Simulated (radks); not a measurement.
Values are calculated unless marked as measured or tabulated.
Ge3+, configuration [Ar] 3d10 4s1.

Level of theory: scalar-relativistic Kohn-Sham, SCAN, spin-unpolarised, spherical densities, finite nucleus; meta-GGA in the generalised Kohn-Sham scheme; Fermi nuclear charge, rms radius 4.0742 fm (a radial shooting solver on a logarithmic mesh with Libxc functionals).

Energy parts (eV):
total: -57068.436
kinetic: 58105.517
electron-nucleus: -136558.020
Hartree: 23538.786
exchange-correlation: -2154.719

Orbitals (lengths in bohr, moments of r in powers of bohr):
orbital,occ.,eigenvalue (eV),<r>,<r^2>,<r^4>
1s,2,-11027.01,0.04701,0.002975,0.00002281
2s,2,-1418.872,0.2097,0.05191,0.004679
2p,6,-1241.975,0.1837,0.04135,0.003446
3s,2,-207.8923,0.6229,0.4471,0.3212
3p,6,-153.0542,0.6456,0.4899,0.4143
3d,10,-63.8203,0.7230,0.6618,1.021
4s,1,-40.3723,1.851,3.871,22.69

The highest occupied level is 4s at -40.372 eV. Summed over all electrons, <r^2> = 14.68 bohr^2, which gives a Langevin (diamagnetic) susceptibility term of -11.6 x 10^-6 cm^3/mol. For comparison, the ionisation energy in NIST's Atomic Spectra Database is 45.716 eV (measured). In exact Kohn-Sham theory the highest level is minus the ionisation energy, but local and semilocal functionals leave it too shallow, through self-interaction and a potential that decays too fast; potentials with the right tail come closer. The electron density at the nucleus is 3.205e+04 e/bohr^3 (large components only).

Beside tabulated values, note that spin-unpolarised runs miss the spin-polarisation part of the exchange energy of open shells.
